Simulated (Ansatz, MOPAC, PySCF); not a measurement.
System: CH$_{3}$S, net charge 1, singlet state. SMILES: C=[SH+]
Geometry: optimised at B3LYP-D3(BJ)/def2-TZVP (Ansatz, an electronic-structure program).

Unscaled harmonic wavenumbers (cm⁻¹) in rising order, each level at the stationary point that it reaches from this structure (no distance between atoms moves by over 0.3 Å); the order of modes can differ between levels, and a negative number is imaginary. B3LYP-D3(BJ)/def2-TZVP (PySCF, at the structure above): 842, 871, 1039, 1066, 1122, 1464, 2593, 3126, 3242.

PM3 (MOPAC): 772, 849, 930, 1068, 1078, 1325, 1584, 2999, 3081. Zero-point energy 19.6 against 22.0 kcal/mol; where all levels lie over 400 cm⁻¹, the wavenumbers are on average 0.908 times those of B3LYP-D3(BJ)/def2-TZVP.

HF/3-21G (Ansatz): 875, 920, 982, 1204, 1206, 1585, 2582, 3307, 3431. Zero-point energy 23.0 against 22.0 kcal/mol; where all levels lie over 400 cm⁻¹, the wavenumbers are on average 1.049 times those of B3LYP-D3(BJ)/def2-TZVP.
